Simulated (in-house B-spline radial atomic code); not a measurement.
# RPA and G0W0 on BLYP: C III (C2+)

Configuration [He] 2s2, mean-field start BLYP. Computed with a B-spline radial code for spherical atoms: all electrons, non-relativistic, point nucleus, each spin shell either full or empty, empty states to l = 9 with an (l + 1/2)⁻⁴ tail; G0W0 by contour deformation at full frequency.

Command:
```bash
python run_gw.py task.json out
```
Settings (radii: box in bohr, nucleus in fm):
```
Z                        6
electrons                4
configuration            [He] 2s2
hamiltonian              nr
method                   b88,lyp
lmax                     9
spin_polarised           False
box_radius               17.55
intervals                45
ion_configuration        [He] 2s1
```

Run time, properties included: 1.4 s on 1 thread of Arm Neoverse N1, on a shared host.

Energies (hartree):

```json
{"term": "mean-field total", "value": "-36.51430"}
{"term": "Hartree-Fock functional on these orbitals", "value": "-36.40560"}
{"term": "direct second order", "value": "-0.32299"}
{"term": "second-order exchange", "value": "0.15871"}
{"term": "SOSEX correction", "value": "0.11338"}
```

What is the RPA correlation energy, and what remains with SOSEX?

RPA gives -0.23103 hartree (-1.57 eV per electron); RPA + SOSEX gives -0.11764, and the second-order doubles -0.16428 hartree (no singles). SOSEX takes back 49 % of the RPA value.

Quasi-particle levels (eV):

```csv
level,occupied,mean field,Σx - vxc,Σc,QP weight,G0W0
2s,yes,-40.28,-5.77,?,?,?
2p,no,-31.82,8.86,-1.91,0.932,-24.867
```

G0W0 = mean field + (Σx - vxc) + Σc, with Σc (partial-wave tail included) taken at the quasi-particle energy. Levels of low weight are left out.

Where does G0W0 put 2s?

At -47.81 eV, with Σc = -1.75 eV and a quasi-particle weight of 0.920. The tabulated removal energy is 47.888 eV (NIST, measured).

What does it cost to remove one electron (to [He] 2s1) by differences of total energies, each species on its own start (correlation terms add to the Hartree-Fock functional)?

BLYP 47.10 eV, Hartree-Fock functional 45.76 eV, + RPA 48.22 eV, + RPA + SOSEX 47.63 eV, + second order 48.82 eV. Tabulated: 47.888 eV (NIST, measured).
